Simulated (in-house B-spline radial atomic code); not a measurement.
A calculation on Mn²⁺ (with a hole in an inner shell): its settings, and results tabulated from the run. Method: Dirac-Kohn-Sham PBE, spherical fractional occupations, Fermi nucleus of rms radius 3.7057 fm. Calculated with a B-spline radial code for spherical atoms.

In the input, a minus or plus after the letter marks the j = l - 1/2 or j = l + 1/2 subshell.

Command:
```bash
python run_scf.py task.json out
```
Settings (nuclear radius in fm, mass in u):
```
Z                25
configuration    1s2 2s1 2p6 3s2 3p-1 3p+4 3d5 4s2
hamiltonian      dirac
method           pbe,pbe
spin_polarised   False
nucleus          fermi
rms_radius       3.7057
atomic_mass      54.93804
speed_of_light   137.035999084
```

Output (hartree, bohr):
```
 radial grid: 74 intervals, B-splines of order 8, outer radius 38.5185 bohr

 iter        energy (Eh)    residual
    1       -1108.774563    6.65e-01
    2       -1119.145043    6.11e-01
    3       -1126.521594    1.28e-01
    4       -1127.090605    3.39e-02
    5       -1127.107506    1.55e-02
    6       -1127.115054    6.43e-03
    7       -1127.115762    2.85e-04
    8       -1127.115763    2.43e-05
    9       -1127.115763    3.31e-07
   10       -1127.115763    6.40e-09

 total energy                     -1127.11576
 kinetic                            1141.0849
 electron-nucleus                  -2661.5969
 Hartree                             442.5569
 exchange-correlation                -49.1607

 first-order corrections (not in the total)
   Gaunt                             0.4305
   retardation                      -0.0385
   frequency dependence             -0.0010
   self-energy                       0.2859
   Uehling                          -0.0237
   Wichmann-Kroll                    0.0001
   recoil                            0.0086

 orbital      occ     eigenvalue          <r>       <r^2>       <1/r>       <r^4>     <1/r^2>       r_max    small
 1s1/2      2.000      -239.7411    0.0608539  0.00497958     24.9434 6.37415e-05     1274.26     0.03985  8.08e-03
 2s1/2      1.000       -29.8134     0.276159   0.0900397     5.38844   0.0141136     122.743      0.2309  1.50e-03
 2p1/2      2.000       -26.0461     0.241396   0.0716056     5.33231   0.0104042     39.7849      0.1849  1.48e-03
 2p3/2      4.000       -25.6502     0.244262   0.0731819     5.24517   0.0108227     37.7385      0.1872  1.46e-03
 3s1/2      2.000        -4.5316     0.816832    0.767665     1.74018    0.939101     19.4401      0.7152  3.46e-04
 3p1/2      1.000        -3.3962     0.843557     0.83404     1.63319     1.18438     6.01839      0.7168  3.13e-04
 3p3/2      4.000        -3.3426     0.851338    0.849342     1.61337     1.22805     5.72078      0.7232  3.09e-04
 3d3/2      2.000        -1.5091     0.932635     1.08438     1.37189     2.59111     2.48598       0.675  2.33e-04
 3d5/2      3.000        -1.5021     0.935611     1.09122     1.36713     2.62357     2.46647       0.677  2.32e-04
 4s1/2      2.000        -0.8902      2.33414     6.15916    0.565639     57.3372      2.5225       2.065  5.79e-05
```

Cost of the run: 1 s on 1 thread of Arm Neoverse V1, with other jobs on the host.

For the Dirac Hamiltonian the kinetic term is c α·p + (β - 1)c².
